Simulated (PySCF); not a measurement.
PySCF input for Be(Me) (CH3Be), SMILES [Be+][CH3], charge +1, TDA-M06-2X/def2-TZVPD. Coordinates come from a B3LYP-D3(BJ)/def2-TZVPD optimisation. The spin state was assumed, not searched. The isomer is the one that the SMILES or the coordinates give; other isomers of the formula were not compared.

```python
import numpy as np
from pyscf import gto, scf, dft, tdscf

mol = gto.M(
    atom='''
    Be    0.00000000   -0.00000000   -1.22817976
    C     0.00000000   -0.00000000    0.42547359
    H     0.89441088    0.51638836    0.78662583
    H    -0.00000001   -1.03277672    0.78662583
    H    -0.89441087    0.51638836    0.78662582
    ''',
    basis='def2-TZVPD',
    charge=1,
    spin=0,
    symmetry=True,
    max_memory=1600,
    verbose=4,
)
mf = dft.RKS(mol, xc='m06-2x').density_fit(auxbasis='def2-universal-jkfit')
mf.grids.level = 4
mf.conv_tol = 1e-9
mf.max_cycle = 100
mf.kernel()
mf.grids = dft.Grids(mol).set(level=2).build(with_non0tab=True)  # coarser grid for the response kernel
td = tdscf.TDA(mf)
td.singlet = True
td.nstates = 10
td.conv_tol = 1e-4
td.positive_eig_threshold = 1e-6
td.kernel(x0=td.get_init_guess(mf, 15))
td.analyze()
tt = tdscf.TDA(mf)
tt.singlet = False
tt.nstates = 4
tt.conv_tol = 1e-4
tt.positive_eig_threshold = 1e-6
tt.kernel(x0=tt.get_init_guess(mf, 9))
tt.analyze(verbose=3)
```

Program output:

```
PySCF version 2.14.0

[INPUT] verbose = 4
[INPUT] num. atoms = 5
[INPUT] num. electrons = 12
[INPUT] charge = 1
[INPUT] spin (= nelec alpha-beta = 2S) = 0
[INPUT] symmetry True subgroup None
[INPUT] Mole.unit = angstrom
[INPUT] Symbol           X                Y                Z      unit          X                Y                Z       unit  Magmom
[INPUT]  1 Be     0.000000000000   0.000000000000  -1.228179760000 AA    0.000000000000   0.000000000000  -2.320923378134 Bohr   0.0
[INPUT]  2 C      0.000000000000   0.000000000000   0.425473590000 AA    0.000000000000   0.000000000000   0.804028558335 Bohr   0.0
[INPUT]  3 H      0.894410880000   0.516388360000   0.786625830000 AA    1.690191606031   0.975832574313   1.486507381209 Bohr   0.0
[INPUT]  4 H     -0.000000010000  -1.032776720000   0.786625830000 AA   -0.000000018897  -1.951665148627   1.486507381209 Bohr   0.0
[INPUT]  5 H     -0.894410870000   0.516388360000   0.786625820000 AA   -1.690191587134   0.975832574313   1.486507362311 Bohr   0.0

nuclear repulsion = 20.0782604871114
point group symmetry = C3v, use subgroup Cs
symmetry origin: [ 0.00000000e+00  0.00000000e+00 -2.90727101e-09]
symmetry axis x: [1.03370954e-09 1.00000000e+00 7.00067410e-10]
symmetry axis y: [ 1.21255208e-09 -7.00067411e-10  1.00000000e+00]
symmetry axis z: [ 1.00000000e+00 -1.03370954e-09 -1.21255208e-09]
num. orbitals of irrep A' = 57
num. orbitals of irrep A" = 29
number of shells = 38
number of NR pGTOs = 116
number of NR cGTOs = 86
basis = def2-TZVPD
ecp = {}


[settings echo left out]
init E= -54.644533167824
HOMO (A') = -0.399646876848873  LUMO (A') = -0.149786967626541  gap/eV = 6.79903
cycle= 1 E= -54.2731137257858  delta_E= 0.371  |g|= 0.233  |ddm|= 2.22
HOMO (A') = -0.60234198870282  LUMO (A') = -0.357750133649102  gap/eV = 6.65568
cycle= 2 E= -54.28331398538  delta_E= -0.0102  |g|= 0.163  |ddm|= 0.575
HOMO (A') = -0.622830895989233  LUMO (A') = -0.345736464483474  gap/eV = 7.54012
cycle= 3 E= -54.2903577148115  delta_E= -0.00704  |g|= 0.0451  |ddm|= 0.189
HOMO (A') = -0.608897612770875  LUMO (A') = -0.339509815279994  gap/eV = 7.33042
cycle= 4 E= -54.2908364129637  delta_E= -0.000479  |g|= 0.00688  |ddm|= 0.066
HOMO (A') = -0.609890747189192  LUMO (A') = -0.34109007759943  gap/eV = 7.31444
cycle= 5 E= -54.2908534351989  delta_E= -1.7e-05  |g|= 0.00105  |ddm|= 0.0133
HOMO (A') = -0.609804612369217  LUMO (A') = -0.341223813202514  gap/eV = 7.30846
cycle= 6 E= -54.2908542350226  delta_E= -8e-07  |g|= 0.000269  |ddm|= 0.00282
HOMO (A') = -0.609752722176852  LUMO (A') = -0.341230790024166  gap/eV = 7.30685
cycle= 7 E= -54.2908543081363  delta_E= -7.31e-08  |g|= 2.65e-05  |ddm|= 0.00103
HOMO (A') = -0.609747979857161  LUMO (A') = -0.341231816917626  gap/eV = 7.30670
cycle= 8 E= -54.2908543087086  delta_E= -5.72e-10  |g|= 2.03e-06  |ddm|= 0.000195
HOMO (A') = -0.60974856229986  LUMO (A') = -0.341231644875457  gap/eV = 7.30672
Extra cycle  E= -54.2908543087105  delta_E= -1.9e-12  |g|= 1.3e-06  |ddm|= 1.1e-05
converged SCF energy = -54.2908543087105
tot grids = 38352
Overwritten attributes  positive_eig_threshold  of <class 'pyscf.tdscf.rks.TDA'>


******** <class 'pyscf.tdscf.rks.TDA'> for <class 'pyscf.df.df_jk.DFSymAdaptedRKS'> ********
nstates = 10 singlet
deg_eia_thresh = 1.000e-03
wfnsym = None
conv_tol = 0.0001
eigh lindep = 1e-12
eigh level_shift = 0
eigh max_cycle = 100


Excitation energies (eV)
[ 4.63971361  5.87612806  5.87617103  7.07526006  7.07545726  8.56695717
  8.74088271  8.74137712  9.57864979 10.14402361]

** Singlet excitation energies and oscillator strengths **
Excited State   1:   A'      4.63971 eV    267.22 nm  f=0.2048
       6 -> 7         0.69498
Excited State   2:   A"      5.87613 eV    211.00 nm  f=0.0072
       4 -> 7         0.70369
Excited State   3:   A'      5.87617 eV    210.99 nm  f=0.0072
       5 -> 7         0.70369
Excited State   4:   A'      7.07526 eV    175.24 nm  f=0.1668
       6 -> 8         0.69836
Excited State   5:   A"      7.07546 eV    175.23 nm  f=0.1668
       6 -> 9        -0.69836
Excited State   6:   A"      8.56696 eV    144.72 nm  f=0.0000
       4 -> 8         0.49589
       5 -> 9        -0.49619
Excited State   7:   A'      8.74088 eV    141.84 nm  f=0.0107
       4 -> 9         0.49439
       5 -> 8        -0.49427
Excited State   8:   A"      8.74138 eV    141.84 nm  f=0.0107
       4 -> 8        -0.49449
       5 -> 9        -0.49418
Excited State   9:   A'      9.57865 eV    129.44 nm  f=0.3556
       4 -> 9         0.48059
       5 -> 8         0.48070
Excited State  10:   A'     10.14402 eV    122.22 nm  f=0.0226
       6 -> 10       -0.68947
       6 -> 17       -0.12429

** Transition electric dipole moments (AU) **
state          X           Y           Z        Dip. S.      Osc.
  1        -0.0000     -0.0000      1.3423      1.8018      0.2048
  2         0.2239      0.0000      0.0000      0.0501      0.0072
  3         0.0000      0.2238     -0.0001      0.0501      0.0072
  4         0.0000      0.9809      0.0001      0.9622      0.1668
  5        -0.9810     -0.0000      0.0000      0.9623      0.1668
  6        -0.0000     -0.0000      0.0000      0.0000      0.0000
  7         0.0000      0.2232      0.0002      0.0498      0.0107
  8        -0.2232     -0.0000     -0.0000      0.0498      0.0107
  9         0.0000     -0.0000      1.2309      1.5151      0.3556
 10        -0.0000      0.0002     -0.3018      0.0911      0.0226

** Transition velocity dipole moments (imaginary part, AU) **
state          X           Y           Z        Dip. S.      Osc.
  1        -0.0000     -0.0000      0.1622      0.0263      0.1028
  2         0.0513     -0.0000     -0.0000      0.0026      0.0081
  3        -0.0000      0.0513      0.0000      0.0026      0.0081
  4         0.0000      0.1303      0.0001      0.0170      0.0436
  5        -0.1304     -0.0000     -0.0000      0.0170      0.0436
  6         0.0000     -0.0000     -0.0000      0.0000      0.0000
  7         0.0000      0.0195      0.0001      0.0004      0.0008
  8        -0.0196     -0.0000     -0.0000      0.0004      0.0008
  9         0.0000      0.0000      0.2627      0.0690      0.1307
 10        -0.0000      0.0001     -0.1208      0.0146      0.0261

** Transition magnetic dipole moments (imaginary part, AU) **
state          X           Y           Z
  1        -0.0001     -0.0000     -0.0000
  2         0.0000      0.1898      0.0001
  3        -0.1898      0.0000      0.0000
  4         0.0589      0.0000     -0.0000
  5         0.0000      0.0589     -0.0001
  6        -0.0000     -0.0000      0.1876
  7        -0.1329     -0.0000      0.0000
  8        -0.0000     -0.1327     -0.0000
  9         0.0000     -0.0000     -0.0000
 10         0.0001     -0.0000     -0.0000


******** <class 'pyscf.tdscf.rks.TDA'> for <class 'pyscf.df.df_jk.DFSymAdaptedRKS'> ********
nstates = 4 triplet
deg_eia_thresh = 1.000e-03
wfnsym = None
conv_tol = 0.0001
eigh lindep = 1e-12
eigh level_shift = 0
eigh max_cycle = 100


Excitation energies (eV)
[3.15601638 5.66207114 5.66208075 5.91804918]

** Triplet excitation energies and oscillator strengths **
Excited State   1:   A'      3.15602 eV    392.85 nm  f=0.0000
Excited State   2:   A"      5.66207 eV    218.97 nm  f=0.0000
Excited State   3:   A'      5.66208 eV    218.97 nm  f=0.0000
Excited State   4:   A'      5.91805 eV    209.50 nm  f=0.0000
```

The run converged.
